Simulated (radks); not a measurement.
Charge is removed step by step from the 2p3/2 level of F, starting from [He] 2s2 2p(1/2: 2, 3/2: 3). All-electron calculation, Dirac Kohn-Sham, LDA (Slater exchange, Perdew-Wang correlation), spin-unpolarised, spherical densities, finite nucleus; Fermi nuclear charge, rms radius 2.8976 fm. Program: a radial shooting solver on a logarithmic mesh with Libxc functionals. At the starting occupation the eigenvalue is -11.270 eV. Estimate the energy to remove one whole electron from this level, the eigenvalue at the end, and how far E(n) bends from a straight line.

Answer. Delta-SCF 19.529 eV; final eigenvalue -28.425 eV; the deviation from the straight line is -2.147 eV at 0.5 electron removed, the largest on the grid computed. Slater's transition state (half an electron removed) gives 19.371 eV. Integrating minus the eigenvalue over the occupation (Janak's theorem) gives 19.529 eV. The mean slope of the eigenvalue, de/dn, is 17.2 eV per electron. Ionisation energy of F in the NIST Atomic Spectra Database: 17.423 eV (measured).

Beside tabulated values, note that spin-unpolarised runs miss the spin-polarisation part of the exchange energy of open shells.
